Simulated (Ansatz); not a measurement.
CH₅GaOSSi, SMILES `[GaH2][SiH]1OCS1`, one more setting.

```yaml
crystal:
  periodic: [false, false, false]
  atoms:
    - {symbol: Ga, position_ang: [-1.885689, 0.275758, -1.350381]}
    - {symbol: Si, position_ang: [-0.286537, -0.786661, 0.107432]}
    - {symbol: O, position_ang: [0.225252, 0.095467, 1.436832]}
    - {symbol: C, position_ang: [1.551141, 0.375483, 1.033203]}
    - {symbol: S, position_ang: [1.698874, -0.428437, -0.635876]}
    - {symbol: H, position_ang: [-2.520285, 1.669320, -1.005061]}
    - {symbol: H, position_ang: [-2.188332, -0.384398, -2.745368]}
    - {symbol: H, position_ang: [-0.585312, -2.199307, 0.488805]}
    - {symbol: H, position_ang: [2.272207, -0.067975, 1.723157]}
    - {symbol: H, position_ang: [1.718684, 1.450749, 0.947248]}
basis:
  gaussian: {orbitals: def2-mTZVPP, fitting: {mean_field: def2-universal-jkfit}, final_grid: {core_spheres: 5, valence_spheres: 4, degree: 11}}
hamiltonian: {xc: {name: B3LYP}, dispersion: d3bj}
output: {forces: true}
```

```sh
$ ansatz run in.yaml --threads 4 --pin off --events-out ev --progress --plain --max-ram 10444MiB
```

It prints (some lines left out):

```
Functional definition: B3LYP
764 factors; integrals over basis functions are off by at most 8.8e-1 eV
mean field evaluation 1: about -74254.8452 eV, gradient 5.9e1 eV
mean field evaluation 2: about -74187.4025 eV, gradient 1.5e2 eV
mean field evaluation 4: about -74260.5470 eV, gradient 1.0e1 eV
mean field evaluation 8: about -74260.8208 eV, gradient 5.7e-1 eV
mean field evaluation 16: about -74260.8216 eV, gradient 3.3e-4 eV
mean field -74260.82159771 eV, -2729.0348579232 hartree, gradient 5.6e-5 eV, S^2 0.000000; 0 other end points of the search recorded, 0 dependent functions left out
reference -74260.82186988 eV, -2729.0348679251 hartree; 40, 40 occupied and 118, 118 virtual orbitals, 764 factors
Total energy: -74261.31570281 eV, -2729.0530159506 hartree
Atom 0 at    -1.885689     0.275758    -1.350381 Å, force    -0.068558     0.065248    -0.090388 eV/Å
Atom 1 at    -0.286537    -0.786661     0.107432 Å, force    -0.565389    -0.514186    -0.037472 eV/Å
Atom 2 at     0.225252     0.095467     1.436832 Å, force    -0.228878     0.113873     0.230555 eV/Å
Atom 3 at     1.551141     0.375483     1.033203 Å, force     0.452118     0.468084     0.543130 eV/Å
Atom 4 at     1.698874    -0.428437    -0.635876 Å, force     0.372976    -0.117127    -0.503065 eV/Å
Atom 5 at    -2.520285     1.669320    -1.005061 Å, force     0.012056    -0.025639    -0.005000 eV/Å
Atom 6 at    -2.188332    -0.384398    -2.745368 Å, force     0.004657     0.021434     0.012041 eV/Å
Atom 7 at    -0.585312    -2.199307     0.488805 Å, force     0.017749     0.069984    -0.018327 eV/Å
Atom 8 at     2.272207    -0.067975     1.723157 Å, force     0.009547    -0.053997    -0.116951 eV/Å
Atom 9 at     1.718684     1.450749     0.947248 Å, force    -0.006278    -0.027675    -0.014523 eV/Å
Dipole moment:    -0.098134    -0.002934     0.046241 e Å
```

Hardware: 4 threads of an INTEL XEON PLATINUM 8581C on a shared host. Wall time 0.9 s, peak host memory 0.34 GiB.
